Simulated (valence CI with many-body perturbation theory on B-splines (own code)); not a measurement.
**Forbidden lines of Kr XV**

Level of theory: configuration interaction combined with many-body perturbation theory (CI+MBPT): four valence electrons over a frozen Dirac-Fock core [Ar], a basis of 7 s, 7 p, 8 d, 6 f, 4 g, 1 h functions for each j, with the one-electron correlation potential Σ1 (screened to all orders), the two-electron term Σ2, the three-electron term Σ3, Breit, model QED; selected single and double excitations, second order for the rest, scaled by the run's own slope (own B-spline code, finite nucleus).

No measured spectrum was set against this ion. As an estimate, terms of the open shell hold to 2 to 4 % of their energy, and close levels can change places. The list stops below the first excitations out of the core. Only levels of the ground parity were solved; by the run's estimate the other parity begins above the list, which can be wrong where configurations are misplaced.

Lines 1 to 50 of 120 in falling wavelength, among levels below 653170 cm⁻¹, chosen from the decays that carry over 1 % of a level's rate. Wavelengths and rates use the calculated energies, so an error of 2000 cm⁻¹ moves a line at 1238 nm by 25 % and its rate by three times that or more. S is in atomic units (e²a₀⁴ for E2 and M2, e²a₀⁶ for E3), for M1 in squared Bohr magnetons. Weak lines are less certain than strong ones. Lines between different terms over intervals too small for the method are left out, as are lines whose strength nearly cancels.

Names give the largest LS component (configuration and term), which can be under half, so a name can repeat, a term be missing and a line seem to break the LS rules; names also repeat where a configuration has a term twice. Letters in brackets count levels of one name in rising energy.

```csv
λ vac (nm),Upper,Lower,Type,A (s⁻¹),S (a.u.)
4122,3d4 5D_1,3d4 5D_0,M1,7.39e-01,5.75e+00
2889,3d4 3H_6,3d4 3H_5,M1,7.66e-01,8.90e+00
2807,3d4 5D_2,3d4 5D_1,M1,2.49e+00,1.02e+01
2475,3d4 5D_3,3d4 5D_2,M1,3.00e+00,1.18e+01
2370,3d4 5D_4,3d4 5D_3,M1,2.00e+00,8.87e+00
2243,3d4 3G_5,3d4 3G_4,M1,1.16e+00,5.34e+00
1795,3d4 3H_5,3d4 3H_4,M1,3.72e+00,8.77e+00
1238,3d4 3G_4,3d4 3F_4 [a],M1,1.36e+00,8.61e-01
1193,3d4 3F_3 [a],3d4 3H_4,M1,3.69e+00,1.63e+00
933.3,3d4 3P_1 [a],3d4 3P_0 [a],M1,2.10e+01,1.90e+00
923.8,3d4 3G_3,3d4 3F_2 [a],M1,1.40e+01,2.87e+00
814.8,3d4 3G_4,3d4 3F_3 [a],M1,4.01e+00,7.25e-01
810.1,3d4 3G_3,3d4 3F_3 [a],M1,1.68e+01,2.32e+00
797.9,3d4 3G_5,3d4 3F_4 [a],M1,1.30e+01,2.69e+00
796.3,3d4 3P_2 [a],3d4 3P_1 [a],M1,2.72e+01,2.55e+00
794.9,3d4 3F_4 [a],3d4 3H_4,M1,2.39e+01,4.00e+00
663.0,3d4 3G_4,3d4 3H_5,M1,4.55e+00,4.43e-01
652.9,3d4 3D_3,3d4 3P_2 [a],M1,6.56e+00,4.74e-01
621.9,3d4 3G_5,3d4 3H_6,M1,1.30e+01,1.28e+00
587.1,3d4 1G_4 [a],3d4 3G_5,M1,1.48e+01,9.98e-01
583.0,3d4 3D_2,3d4 3P_2 [a],M1,6.68e+00,2.45e-01
511.7,3d4 3G_5,3d4 3H_5,M1,1.85e+01,1.01e+00
507.0,3d4 3D_1,3d4 3P_2 [a],M1,1.43e+01,2.07e-01
482.5,3d4 3G_3,3d4 3H_4,M1,1.98e+00,5.78e-02
471.0,3d4 1D_2 [a],3d4 3D_1,M1,2.09e+01,4.05e-01
466.9,3d4 1G_4 [a],3d4 3G_3,M1,4.36e+01,1.48e+00
465.3,3d4 1G_4 [a],3d4 3G_4,M1,1.12e+01,3.78e-01
461.1,3d4 3F_4 [b],3d4 1F_3,M1,1.33e+01,4.35e-01
422.0,3d4 3F_2 [b],3d4 1F_3,M1,3.26e+01,4.54e-01
420.1,3d4 1D_2 [a],3d4 3D_2,M1,9.22e+00,1.27e-01
401.9,3d4 3D_3,3d4 3F_3 [a],M1,4.49e+00,7.57e-02
396.9,3d4 3D_2,3d4 3F_2 [a],M1,1.36e+01,1.57e-01
390.0,3d4 1D_2 [a],3d4 3D_3,M1,3.88e+01,4.26e-01
374.3,3d4 3D_2,3d4 3F_3 [a],M1,3.27e+00,3.18e-02
368.8,3d4 1I_6,3d4 3H_6,M1,3.81e+01,9.21e-01
360.1,3d4 3D_1,3d4 3F_2 [a],M1,1.10e+01,5.70e-02
345.8,3d4 3P_2 [b],3d4 1D_2 [a],M1,2.56e+01,1.97e-01
338.2,3d4 1G_4 [a],3d4 3F_4 [a],M1,1.21e+02,1.57e+00
336.6,3d4 3D_2,3d4 3P_1 [a],M1,5.34e+00,3.77e-02
327.0,3d4 1I_6,3d4 3H_5,M1,3.65e+01,6.15e-01
309.8,3d4 3D_1,3d4 3P_1 [a],M1,4.47e+01,1.48e-01
296.2,3d4 1G_4 [a],3d4 3F_3 [a],M1,4.55e+00,3.95e-02
291.6,3d4 3F_2 [b],3d4 1D_2 [a],M1,1.79e+01,8.22e-02
290.7,3d4 1F_3,3d4 3D_2,M1,1.74e+01,1.11e-01
275.9,3d4 1F_3,3d4 3D_3,M1,5.69e+01,3.10e-01
273.4,3d4 1G_4 [a],3d4 3H_5,M1,3.68e+01,2.51e-01
262.0,3d4 1D_2 [a],3d4 3G_3,M1,1.68e+01,5.59e-02
244.2,3d4 3H_4,3d4 5D_4,M1,2.50e+01,1.21e-01
244.2,3d4 1D_2 [a],3d4 3P_2 [a],M1,4.78e+01,1.29e-01
237.3,3d4 1G_4 [a],3d4 3H_4,M1,1.33e+01,5.93e-02
```
